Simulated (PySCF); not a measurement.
## Trend along group 12: MI cations

HF with double-zeta basis sets in PySCF, for the lowest determinant that a PBE0 search found; no spin–orbit coupling. De refers to high-spin ground-configuration atoms (the charge goes to the atom of lower measured ionisation energy or higher electron affinity, which is not always the lowest computed limit). A positive dipole points towards I; it is taken about the centre of mass and depends on that origin.

```json
{"M": "Zn", "basis": "def2-SVP", "reference": "RHF", "charged atom": "Zn+", "state (unpaired electrons)": "singlet (closed shell)", "Re (Å)": "2.416", "ωe (cm⁻¹)": "275", "De (eV)": "0.93", "μ (D)": "-9.15"}
{"M": "Cd", "basis": "def2-SVP", "reference": "RHF", "charged atom": "Cd+", "state (unpaired electrons)": "singlet (closed shell)", "Re (Å)": "2.593", "ωe (cm⁻¹)": "225", "De (eV)": "0.66", "μ (D)": "-8.43"}
{"M": "Hg", "basis": "def2-SVP", "reference": "RHF", "charged atom": "Hg+", "state (unpaired electrons)": "singlet (closed shell)", "Re (Å)": "2.620", "ωe (cm⁻¹)": "190", "De (eV)": "0.44", "μ (D)": "-4.25"}
```

The shortest bond is that of ZnI⁺ (2.416 Å), the longest that of HgI⁺ (2.620 Å). ZnI⁺ is bound most strongly (0.93 eV) and HgI⁺ least (0.44 eV).

Down a group the atoms grow and get heavier, so bonds lengthen and wavenumbers fall; this series shows no clear exception.

These are scalar-relativistic numbers at best; spin–orbit coupling would shift them, the dissociation energy most. For an ion De counts to the pair picked by the measured ionisation energies or electron affinities, which need not be the lowest pair at this level. Where the molecule has an RHF reference, its open-shell atoms are computed with UHF. Hartree–Fock leaves out correlation, which carries a large part of most bond energies and some tenths to 1 eV of ionisation energies.
